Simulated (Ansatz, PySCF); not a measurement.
PGME (C4H10O2), SMILES COCC(C)O. Atoms are numbered in the order given.

```xyz
16

C      2.5298     0.5201    -0.1934
O      1.3584    -0.1354     0.1817
C      0.2448     0.1825    -0.6072
C     -0.9570    -0.4950     0.0265
C     -2.2520    -0.1368    -0.6665
O     -1.0479    -0.1130     1.3733
H      2.4226     1.6214    -0.1395
H      3.3279     0.2108     0.4958
H      2.8361     0.2579    -1.2249
H      0.0830     1.2806    -0.6237
H      0.3858    -0.1562    -1.6538
H     -0.7924    -1.5912    -0.0544
H     -2.4239     0.9496    -0.6176
H     -2.2413    -0.4499    -1.7212
H     -3.0937    -0.6344    -0.1645
H     -0.1463    -0.1711     1.7171
```

Geometry: PBE0-D3(BJ)/def2-SVP. One conformer was computed; it need not be the lowest.

Two levels are set side by side: PBE-D3(BJ)/def2-SVP (Ansatz, an electronic-structure program) and PBE0-D3(BJ)/def2-SVP (Ansatz). Each level has its own optimised geometry; the coordinates shown are those of the second. Frequencies come from the Hessian of PySCF at each geometry. Differences are taken from unrounded values.

| quantity | PBE0-D3(BJ) |
|---|---|
| mean bond length (Å) | 1.209 |
| bond C1–O2 (Å) | 1.394 |
| bond O2–C3 (Å) | 1.401 |
| bond C3–C4 (Å) | 1.518 |
| bond C4–C5 (Å) | 1.512 |
| bond C4–O6 (Å) | 1.403 |
| bond C1–H7 (Å) | 1.108 |
| bond C1–H8 (Å) | 1.099 |
| bond C1–H9 (Å) | 1.108 |
| bond C3–H10 (Å) | 1.110 |
| bond C3–H11 (Å) | 1.109 |
| bond C4–H12 (Å) | 1.111 |
| bond C5–H13 (Å) | 1.101 |
| bond C5–H14 (Å) | 1.100 |
| bond C5–H15 (Å) | 1.099 |
| bond O6–H16 (Å) | 0.967 |
| highest harmonic wavenumber (cm⁻¹) | 3828 |
| mean harmonic wavenumber (cm⁻¹) | 1488 |
| zero-point energy (kcal/mol) | 89.35 |

Question: What does PBE-D3(BJ) give, and how far is it from PBE0-D3(BJ)? (The exact figures need the calculation; the answer reports its results.)

Answer: 
```tsv
quantity	PBE-D3(BJ)	PBE-D3(BJ) minus PBE0-D3(BJ)
mean bond length (Å)	1.220	0.010
bond C1–O2 (Å)	1.407	0.014
bond O2–C3 (Å)	1.417	0.016
bond C3–C4 (Å)	1.528	0.010
bond C4–C5 (Å)	1.521	0.009
bond C4–O6 (Å)	1.418	0.015
bond C1–H7 (Å)	1.118	0.010
bond C1–H8 (Å)	1.107	0.009
bond C1–H9 (Å)	1.117	0.010
bond C3–H10 (Å)	1.119	0.009
bond C3–H11 (Å)	1.119	0.010
bond C4–H12 (Å)	1.122	0.010
bond C5–H13 (Å)	1.109	0.008
bond C5–H14 (Å)	1.108	0.008
bond C5–H15 (Å)	1.107	0.008
bond O6–H16 (Å)	0.979	0.013
highest harmonic wavenumber (cm⁻¹)	3636	-192
mean harmonic wavenumber (cm⁻¹)	1435	-53
zero-point energy (kcal/mol)	86.14	-3.21
```

Exact exchange shortens and stiffens bonds; PBE has none. Differences between two approximate levels are no errors against the true value.
